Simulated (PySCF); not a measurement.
The numbers are results of PBE-D3(BJ)/def2-TZVP // B3LYP-D3(BJ)/def2-TZVP (PySCF 2.14.0), not measurements. Isolated molecules, 0 K electronic values unless said otherwise. Excitations are Tamm–Dancoff values on a coarser integration grid. The basis has no diffuse functions, so Rydberg states are missing or too high.

Reference species (SMILES): `N#CC=O` (neutral, multiplicity 1).

- S1 oscillator strength: 0.000
- LUMO: -4.17 eV
- S1 excitation (TDA): 3.54 eV

Changed species: `N#CN` (X = amino; the reference has X = formyl).

Problem. What does the change do to the S1 oscillator strength, LUMO and S1 excitation (TDA)?

Solution. the S1 oscillator strength is nearly the same; the LUMO rises by 3.50 eV, to -0.67 eV; the S1 excitation (TDA) increases by 2.54 eV, to 6.08 eV.
